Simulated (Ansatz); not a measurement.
```xyz
13

C    -2.395    0.022   -0.546
B    -0.946   -0.075    0.025
Sn    0.886    0.479   -1.171
S    -0.568   -0.620    1.652
Ga    1.741   -0.508    1.786
H    -2.497   -0.599   -1.444
H    -3.159   -0.285    0.172
H    -2.615    1.046   -0.868
H     1.467   -0.486   -2.459
H     2.134    0.118    0.087
H     1.286    2.100   -1.539
H     2.243    0.718    2.616
H     2.423   -1.911    1.689
```

The species carries charge 0 and has multiplicity 1. Sn takes the def2 core potential.

(1) List the ωB97M-V/def2-TZVPP orbital energies in eV (Ansatz 0.2.0). (An estimate is asked.)

## Answers

(1) The calculation gave: Occupied: -10153.49, -2426.40, -1257.00, -1111.17, -1111.11, -1111.07, -281.04, -220.42, -188.91, -163.47, -163.43, -163.42, -154.34, -143.31, -106.80, -106.64, -106.54, -97.96, -97.83, -97.77, -31.56, -31.45, -31.38, -31.35, -31.31, -25.93, -25.84, -25.74, -25.72, -25.68, -23.19, -22.13, -17.94, -15.86, -14.32, -14.16, -14.01, -12.54, -11.83, -11.36, -11.15, -11.03, -9.78, -9.18. Lowest empty: 0.24, 0.41, 1.25, 1.73, 2.01, 2.47, 2.64, 2.93.
